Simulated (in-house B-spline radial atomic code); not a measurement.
Cr. Computed with a B-spline radial atomic code. Model: non-relativistic spherical atom: semilocal Troullier-Martins pseudo-atom, one channel per l, against all electrons, high spin, G0W0 and RPA with empty states to l = 8, local potential for every l without a channel, a model core (radius 0 = none) keeps its share of the functional.

What the tables leave out is listed at the end.

The pseudopotential gives back the lowest level of each angular momentum of its own functional in the configuration it was made in; a second state of the same l is only approximately right. Exact exchange, RPA and GW see the smooth pseudo-orbitals and miss the exchange with the core, for which the functional's share stands in. The column with an uncorrelated core keeps all orbitals and exact exchange, and so separates missing core correlation from pseudisation. Only the three outermost levels and the lowest empty one were computed. RPA here is direct RPA, with no exchange kernel, and its energies carry an (l + 1/2)⁻⁴ tail. A hybrid on a potential with a model core restores only its own semilocal share of the core's exchange.

Command:
```bash
python run_psgw.py task.json out
```
Settings (lengths in bohr, energies in hartree):
```
Z                      24
electrons              24
configuration          [Ar] 3d5 4s1
generated_in           [Ar] 3d5 4s1
functional             lda,vwn
core_shells            3
radius_factor          1
core_correction        False
ion_configuration      [Ar] 3d5
```

Time taken, with all properties: 66 s on 1 thread of Intel(R) Xeon(R) Platinum 8259CL CPU @ 2.50GHz (Skylake/Cascade Lake), with other jobs on the host.

Given: made with LDA VWN5; model core radius 0 bohr; local radius 1.025 bohr; mean-field start PBE0.

Valence shells of the generating configuration: 3s, 3p, 4s, 3d.

Channel: s 0.782, p 0.797, d 2.4 (radii in bohr).

Computed: largest level miss in the spin-unpolarised generating configuration 0.029 eV; valence RPA correlation energy all-electron orbitals -0.83437 hartree; valence RPA correlation energy pseudo -0.7746 hartree; ionisation by mean-field all-electron 6.9264 eV; ionisation by mean-field pseudo minus all -0.08 eV; ionisation by RPA all-electron 7.1765 eV; ionisation by RPA pseudo minus all 0.028 eV.

```
level  occupied  mean-field all-electron (eV)  mean-field pseudo minus all (eV)  G0W0 all-electron (eV)  G0W0 uncorrelated core minus all (eV)  G0W0 pseudo minus all (eV)  exchange self-energy all-electron (eV)  exchange self-energy pseudo (eV)
4s up         1                       -4.8496                              0.07                 -7.1889                                  0.007                       0.023                                 -9.7467                           -9.3273
```

(1) What is the pseudo-atom RPA polarisability?

(2) What is the all-electron RPA polarisability, core included?

Given: mean-field start Hartree-Fock.

Computed: valence RPA correlation energy all-electron orbitals -0.71486 hartree; valence RPA correlation energy pseudo -0.66987 hartree; ionisation by mean-field all-electron 5.9017 eV; ionisation by mean-field pseudo minus all 0.037 eV; ionisation by RPA all-electron 6.7917 eV; ionisation by RPA pseudo minus all 0.042 eV.

```
  level  occupied  mean-field all-electron (eV)  mean-field pseudo minus all (eV)  G0W0 all-electron (eV)  G0W0 uncorrelated core minus all (eV)  G0W0 pseudo minus all (eV)  exchange self-energy all-electron (eV)  exchange self-energy pseudo (eV)
  4s up         1                       -6.0422                            -0.041                  -6.815                                  0.006                      -0.059                                 -8.7077                           -8.5408
  3d up         1                       -10.169                            -0.078                 -9.1246                                  0.089                      -0.253                                 -33.629                           -30.152
3p down         1                       -50.065                            -0.762                 -47.852                                  0.135                      -0.903                                 -40.779                           -36.743
```

(3) What is the all-electron RPA polarisability, core included?

(4) What is the pseudo-atom RPA polarisability?

## Answers

(1) 43.733 bohr³.

(2) 43.227 bohr³.

(3) 34.084 bohr³.

(4) 33.63 bohr³.

Among the listed levels the largest G0W0 shift of the pseudo-atom is -0.90 eV, for 3p down on the Hartree-Fock start, while leaving the core uncorrelated moves that level by +0.14 eV. So pseudisation and the lost core exchange, not the missing core correlation, make the error. Not in the tables (levels of low weight, unsolved or above zero; the highest and the empty levels are kept at any weight): on LDA, a start not tabulated, the G0W0 levels 3d up (pseudo minus all -0.24 eV, weights 0.51 and 0.53), 4s up (pseudo minus all -0.05 eV, weights 0.80 and 0.79), 3p down (pseudo minus all -1.91 eV, weights -0.00 and 0.44), 4s down (pseudo minus all +0.00 eV, weights 0.82 and 0.82); on PBE0 the G0W0 levels 3d up (pseudo minus all -0.19 eV, weights 0.71 and 0.70), 3p down (pseudo minus all -0.54 eV, weights 0.64 and 0.66), 4p up (pseudo minus all -0.00 eV, weights 0.94 and 0.94).
